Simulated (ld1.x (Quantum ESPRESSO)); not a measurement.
## carbon: one change to a TM potential, before and after

```
Element                 : carbon
Generator               : ld1.x (Quantum ESPRESSO) 7.5
Type                    : norm-conserving Troullier–Martins (Kleinman–Bylander form)
Functional              : LDA (PZ)
Relativity              : non-relativistic
Frozen core             : [He]
Valence charge          : 4
Reference configuration : 2s2 2p2
Partial waves           : 2s (bound): rc 0.80 bohr; 2p (bound): rc 2.90 bohr
Local potential         : all-electron potential smoothed inside 1.15 bohr (lloc = -1)
Core correction         : none
```

Change: core correction a·sin(br)/r model core inside 0.76 bohr.

Cutoffs: the cutoffs (Ry, on a coarse ladder) from which the occupation-weighted sum of valence levels, in a spherical-Bessel basis at the reference potential, stays within 10 and 1 mRy of its value at 400 Ry; they do not see the model core or the augmentation charge, which bear on the density cutoff. Errors are all-electron minus pseudo energies relative to the spin-unpolarised reference configuration.

Question: Predict the effect on cutoff, ghosts and configuration errors.

Answer: The potential gets neither clearly harder nor softer (100 Ry and 230 Ry → 100 Ry and 230 Ry); of the 9 tests that both files solve, the error grows in 2 and shrinks in 1 by more than 15 % and 0.3 meV (median size 60.7 → 78.7 meV); neither file shows a bound ghost. A model core, the more so a compact one, raises the density cutoff, which this test does not measure.

```tsv
quantity	base	changed
cutoff, loose	100 Ry	100 Ry
cutoff, tight	230 Ry	230 Ry
bound ghosts	none	none
error for 2s2 2p1, meV [ΔE 10.99 eV]	+122	+121
error for 2s2 2p0, meV [ΔE 35.25 eV]	+1005	+995
error for 2s1 2p0, meV [ΔE 83.20 eV]	+1990	+1918
error for 2s2 2p2.3, meV [ΔE -1.20 eV]	+2.0	+2.0
error for 2s0 2p4, meV [ΔE 16.49 eV]	-61	-79
error for 2s1 2p3, meV [ΔE 8.23 eV]	-17	-21
error for 2s2 2p1.5, meV [ΔE 4.03 eV]	+19	+18
error for 2s2 2p2 (spin-polarised), meV [ΔE -1.13 eV]	+29	+6.7
error for 2s2 2p1 (spin-polarised), meV [ΔE 10.59 eV]	+122	+112
s: phases at 3.17 bohr within 0.05 rad from the reference energy up to (Ry; the scan ends near 5)	4.5	4.5
p: phases at 3.17 bohr within 0.05 rad from the reference energy up to (Ry; the scan ends near 5)	0.6	0.6
```
